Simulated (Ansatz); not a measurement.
Basis-set extrapolation for CH$_{8}$AlNSi (PBE0-D4/def2-TZVP geometry, frozen core, Ansatz 0.2.0). Multiplicity 1, RHF reference.

```
                      def2-TZVPP   def2-QZVPP
                 HF  -627.866568  -627.887117
    MP2 correlation    -0.604418    -0.645674
CCSD(T) correlation    -0.685133      not run
```

Energies in hartree. Use E(X) = E(∞) + A·exp(−7.88·√X) for Hartree–Fock and E(X) = E(∞) + B·X^(−2.97) for correlation, with X = 3 and 4, and add CCSD(T) minus MP2 of the smaller set to the MP2 limit.

Task: What is the CCSD(T) energy at the basis-set limit?

Result: HF limit: -627.887117 + (-0.020549) × 0.13774 = -627.88995. MP2 limit: -0.645674 + (-0.041256) × 0.74074 = -0.67623. Higher-order term: -0.685133 − (-0.604418) = -0.08071. Total: -628.64689 hartree, 2.59 eV below CCSD(T)/def2-TZVPP.
